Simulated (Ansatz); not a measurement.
A run for Ansatz (a program for electronic structure): R-PBE/def2-TZVPP on O2Ti (SMILES [O]=[Ti]=[O]), atoms moved off the minimum.

Ansatz 0.2 input:
```yaml
crystal:
  periodic: [false, false, false]
  atoms:
    - {symbol: Ti, position_ang: [0.09532046, -0.12241379, 0.28498120]}
    - {symbol: O, position_ang: [0.66942729, 0.37494354, -1.16533141]}
    - {symbol: O, position_ang: [-1.38418993, 0.15002292, 0.53668648]}
basis:
  gaussian:
    orbitals: def2-TZVPP
hamiltonian:
  xc: {name: PBE}
scf: {lower_state_search: off}
output: {forces: true}
```

Output:

```
WARN ansatz: RAYON_NUM_THREADS=1 ignored (pool sized by the plan → 1); use --threads N
Functional definition: PBE
these checks for a lower state are left out or cut short: stability, starts, cluster_reference, orbital_swaps, neighbouring_geometries, increment
integrals: 0.04 GiB planned
734 factors; their error is unknown
mean field: 0.34 GiB planned
mean field evaluation 1: about -27185.5067 eV, gradient 1.0e2 eV
mean field evaluation 2: about -26741.6911 eV, gradient 4.7e2 eV
mean field evaluation 4: about -27200.0511 eV, gradient 3.4e1 eV
mean field evaluation 8: about -27202.2324 eV, gradient 5.7e-1 eV
mean field evaluation 16: about -27202.2303 eV, gradient 3.2e-4 eV
mean field -27202.23031408 eV, -999.6635257086 hartree, gradient 4.0e-6 eV, S^2 0.000000; 0 other end points of the search recorded, 0 dependent functions left out
the calculation of the forces begins
reference -27202.23035886 eV, -999.6635273541 hartree; 19, 19 occupied and 107, 107 virtual orbitals, 734 factors
Total energy: -27202.23035886 eV, -999.6635273541 hartree
Atom 0 at     0.095320    -0.122414     0.284981 Å, force     7.122781    -2.167644     0.708282 eV/Å
Atom 1 at     0.669427     0.374944    -1.165331 Å, force    -0.019112     0.614645    -1.367452 eV/Å
Atom 2 at    -1.384190     0.150023     0.536686 Å, force    -7.103669     1.552999     0.659170 eV/Å
Dipole moment:     0.587939    -0.575824     0.948676 e Å
Checks for a lower state left out: stability, starts, cluster_reference, orbital_swaps, neighbouring_geometries, increment
```

The calculation finished and met its thresholds.

Cost: about 2.0 core-seconds (a rough figure).
